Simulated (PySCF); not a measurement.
PBE on H- (hydrogen, charge -1), 1s2, closed-shell 1S. Calculation: PySCF 2.14, in dyall-av3z (10s3p2d, 29 functions); scalar relativity by spin-free X2C-1e.

```
cycle= 1 E= -0.525612949433158  delta_E= -0.00126  |g|= 0.02  |ddm|= 0.294
cycle= 2 E= -0.522791563811102  delta_E= 0.00282  |g|= 0.0434  |ddm|= 0.216
cycle= 3 E= -0.526426626035581  delta_E= -0.00364  |g|= 0.00134  |ddm|= 0.134
cycle= 4 E= -0.526430540165596  delta_E= -3.91e-06  |g|= 8.87e-05  |ddm|= 0.00506
cycle= 5 E= -0.526430554860931  delta_E= -1.47e-08  |g|= 4.12e-06  |ddm|= 0.000446
cycle= 6 E= -0.526430554894753  delta_E= -3.38e-11  |g|= 4.17e-08  |ddm|= 1.3e-05
converged SCF energy = -0.526430554894753  <S^2> = -2.6645353e-15  2S+1 = 1
```

Highest occupied orbital energy: 1.623 eV; ⟨L²⟩ = 0.00; populations by l: s 2.00, p 0.00, d 0.00.

Problem. Can this result be used?

Solution. With care. The run converged. At PBE the highest occupied level has a positive energy, so only the finite basis holds that electron; in a semilocal or global hybrid functional this comes from self-interaction and does not mean that the real anion is unbound.
